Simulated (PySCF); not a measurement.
As2BH5. Atoms are numbered in the order given.

```xyz
8

B      0.0000     0.0000     0.8710
As     1.7691    -0.0632    -0.0777
H      2.4574     1.0761     0.6647
H      1.4023     0.7461    -1.3156
As    -1.7691     0.0632    -0.0777
H     -2.4574    -1.0761     0.6647
H     -1.4023    -0.7461    -1.3156
H      0.0000     0.0000     2.0753
```
Charge 0, spin multiplicity 1.

Geometry: B3LYP-D3(BJ)/def2-SVP. This is a generated structure with no PubChem entry under its InChIKey; it may be hypothetical.

The numbers are results of r2SCAN/def2-TZVPD (PySCF), not measurements.

Symmetry labels are those of the subgroup C2 that the program uses (full group C2).

**Question.** List the valence orbital energies around the gap with their symmetry. (An estimate is asked for; the answer gives what the named calculation found.)

**Answer.** 
```csv
orbital,symmetry,energy (eV)
HOMO−7,B,-16.09
HOMO−6,A,-11.96
HOMO−5,A,-10.06
HOMO−4,B,-9.48
HOMO−3,B,-8.64
HOMO−2,A,-8.25
HOMO−1,A,-6.71
HOMO,B,-6.59
LUMO,B,-2.64
LUMO+1,A,-0.37
LUMO+2,B,-0.30
LUMO+3,A,-0.04
```
